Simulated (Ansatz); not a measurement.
Basis-set extrapolation for C3H9BO, SMILES `CC(C)BO` (PBE0-D4/def2-TZVP geometry, frozen core, the Gaussian-basis code of Ansatz). Multiplicity 1, RHF reference.

```json
{"": "HF", "def2-TZVPP": "-218.530491", "def2-QZVPP": "-218.541092"}
{"": "MP2 correlation", "def2-TZVPP": "-0.873621", "def2-QZVPP": "-0.932404"}
{"": "CCSD(T) correlation", "def2-TZVPP": "-0.955557", "def2-QZVPP": "not run"}
```

Energies in hartree. Use E(X) = E(∞) + A·exp(−7.88·√X) for Hartree–Fock and E(X) = E(∞) + B·X^(−2.97) for correlation, with X = 3 and 4, and add CCSD(T) minus MP2 of the smaller set to the MP2 limit.

Question: What is the CCSD(T) energy at the basis-set limit?

Answer: HF limit: -218.541092 + (-0.010601) × 0.13774 = -218.54255. MP2 limit: -0.932404 + (-0.058783) × 0.74074 = -0.97595. Higher-order term: -0.955557 − (-0.873621) = -0.08194. Total: -219.60044 hartree, 300.3 kJ/mol below CCSD(T)/def2-TZVPP.
